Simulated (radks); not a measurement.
Task: The mean radii <r> (bohr) of the occupied orbitals of an atom or ion are listed with their occupations. Method: Dirac Kohn-Sham, BLYP, spin-unpolarised, spherical densities, point nucleus; computed with a radial shooting solver on a logarithmic mesh with Libxc functionals.

orbital  occ.      <r>
1s1/2       2  0.04859
2s1/2       2   0.2174
2p1/2       2   0.1880
2p3/2       4   0.1915
3s1/2       2   0.6357
3p1/2       2   0.6465
3p3/2       2   0.6557
3d3/2       4   0.6861
3d5/2       5   0.6893
4p1/2       2    1.870

Name the element and its charge. Open shells, if any, fill j = l - 1/2 first.

Result: Z = 31, gallium, charge +4: Ga4+ in [Ne] 3s2 3p4 3d9 4p2. The 1s radius gives Z: for a bare nucleus <r> = (2 gamma + 1)/(2Z) with gamma = sqrt(1 - (Z/c)^2), 0.04755 bohr for Z = 31, and screening makes it slightly larger (0.04859 here). The occupations add up to 27, and the charge is Z minus that.
